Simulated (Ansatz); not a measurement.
Species: BiBr₂, charge 0, doublet. BiBr2 (SMILES [Br][Bi][Br], doublet).
B3LYP-D3(BJ)/def2-TZVP minimum from Ansatz (a quantum-chemistry and plane-wave program):
```xyz
3

Bi    -0.3605    -0.3057     0.6008
Br    -0.8694     1.8924    -0.7121
Br     1.7243    -1.1674    -0.7127
```
Charge 0, spin multiplicity 2.

Total energies in hartree (Ansatz). UHF or UKS for unpaired electrons; spin-orbit terms are left out. Cores are frozen in correlated methods (noble-gas shells, and filled d and f shells in the p block). Past Kr the def2 sets carry scalar-relativistic core potentials. Spin-orbit terms, left out, reach several kcal/mol for Br and I, and more for heavier atoms.

```csv
species,HF/def2-TZVPP,CCSD(T)/def2-TZVPP,HF/def2-QZVPP,CCSD(T)/def2-QZVPP,CCSD(T)/def2-SVP,CCSDT(Q)/def2-SVP
"1: BiBr2 (SMILES [Br][Bi][Br], doublet)",-5358.49341,-5358.95057,-5358.59456,-5359.09730,-5358.18689,-5358.18869
2: Bi (quartet),-213.59378,-213.65641,-213.59451,-213.66150,-213.63907,-213.63920
3: Br (doublet),-2572.39810,-2572.55635,-2572.44770,-2572.62201,-2572.19581,-2572.19614
```

Problem. Work out the atomisation energy (electronic, to ground-state atoms) in kcal/mol: take Hartree-Fock from def2-QZVPP, extrapolate the CCSD(T) correlation energy as X^-3 (X = 3, 4), and add CCSDT(Q) - CCSD(T) in def2-SVP. 1 hartree = 627.51 kcal/mol.

Solution. 
Species 1: correlation (64·(-0.50274) - 27·(-0.45716))/37 = -0.53600; step -0.00180; E1 = -5358.59456 + (-0.53600) + (-0.00180) = -5359.13236
Species 2: correlation (64·(-0.06699) - 27·(-0.06263))/37 = -0.07017; step -0.00013; E2 = -213.59451 + (-0.07017) + (-0.00013) = -213.66481
Species 3: correlation (64·(-0.17431) - 27·(-0.15825))/37 = -0.18603; step -0.00033; E3 = -2572.44770 + (-0.18603) + (-0.00033) = -2572.63406
-1·E1 +1·E2 +2·E3 = 0.19943 hartree = 125.1 kcal/mol.
